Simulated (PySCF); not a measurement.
## Core-level binding energies of Ge(OMe)H3

Ge(OMe)H3, CH₆GeO.
Z-matrix (Å and degrees, PBE0-D3(BJ)/def2-SVP geometry), rows numbered from 1:
```
Ge
O   1  1.7821
C   2  1.3972  1  119.64
H   3  1.1083  2  112.74  1   -60.44
H   3  1.1019  2  108.58  1  -179.44
H   3  1.1082  2  112.71  1    61.56
H   1  1.5439  2  109.12  3   -60.13
H   1  1.5322  2  104.80  3   179.87
H   1  1.5440  2  109.15  3    59.90
```

Computed, not measured: delta-SCF UKS SCAN, pcX-2 on the ionised atom, pcseg-1 elsewhere, spin-free X2C in PySCF 2.14.0. Binding energies are ΔSCF values: E(core-ionised, relaxed orbitals) − E(ground state) at a fixed geometry, referred to the vacuum level.

Give the core binding energies atom by atom.

```tsv
atom(s)	environment	level	binding energy (eV)	count
C3	carbon bonded to O and 3 H	C 1s	292.22	1
O2	oxygen bonded to C and Ge	O 1s	537.65	1
```

Which photon wavelength matches the O 1s of O2 (atom 2) threshold?

λ = hc/E = 12398.42 eV Å / 537.65 eV = 23.060 Å.

Which photon energy gives electrons from O 1s of O2 a kinetic energy of 150 eV, and what is their de Broglie wavelength?

hν = 537.65 + 150 = 687.65 eV, recoil neglected; λ = 12.264 Å/√(E/eV) = 1.00 Å.

No level of germanium is listed. Isolated species at its PBE0-D3(BJ)/def2-SVP geometry, gas phase.
